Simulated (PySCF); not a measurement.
## Mayer bond orders and bond lengths

Species: CH9B2P.
Atom-mapped SMILES: `[BH2:1][PH2+:2][BH2-:3][CH3:4]` (hydrogens: H5, H6 on B1; H7, H8 on P2; H9, H10 on B3; H11, H12, H13 on C4)

Geometry (PBE0-D3(BJ)/def2-SVP, Å), atoms numbered from 1 in this order:
```xyz
13
CH9B2P angstrom
B      1.6485   -0.7919   -1.0563
P      0.6825   -0.0700    0.4028
B     -1.0322    0.7874   -0.2106
C     -1.9969   -0.3307   -0.8527
H      1.3904   -1.9050   -1.4330
H      2.4098   -0.0802   -1.6573
H      1.5278    0.8369    1.0815
H      0.5141   -1.1017    1.3576
H     -0.5963    1.6421   -0.9725
H     -1.3868    1.2640    0.8628
H     -2.2327   -1.1656   -0.1713
H     -2.9596    0.1534   -1.0906
H     -1.6244   -0.7624   -1.7963
```

Bond orders from the PBE0/pcSseg-1 density (PySCF). Isolated species at its PBE0-D3(BJ)/def2-SVP geometry (one conformer only).

(1) Where do the orders between heavy atoms depart from those drawn in the SMILES?

(2) Give the Mayer order of every bond, beside its length.

## Answers

(1) The largest departure is 0.336, at P2–B3 (drawn single, 0.664). Drawn single, order below 0.88: P2–B3 (0.664). The SMILES, with its formal charges, is one Lewis structure only.

(2) 
```
  bond  drawn as  length (Å)  Mayer order
 B1–P2    single       1.893        1.008
 P2–B3    single       2.013        0.664
 B3–C4    single       1.610        0.988
 B1–H5    single       1.203        0.971
 B1–H6    single       1.203        0.975
 P2–H7    single       1.413        0.927
 P2–H8    single       1.416        0.911
 B3–H9    single       1.225        0.947
B3–H10    single       1.227        0.950
C4–H11    single       1.103        0.965
C4–H12    single       1.103        0.970
C4–H13    single       1.102        0.965
```

By pair of heavy elements: B–P: lowest P2–B3 (0.664, 2.013 Å), highest B1–P2 (1.008, 1.893 Å).

Sum the orders of all bonds at each heavy atom with more than one neighbour and set the sums beside the valence in the SMILES.

B1 2.954 (drawn 3), P2 3.510 (drawn 4), B3 3.549 (drawn 4), C4 3.888 (drawn 4). Orders between atoms that aren't bonded are not in these sums.

Mayer orders depend on the basis set.
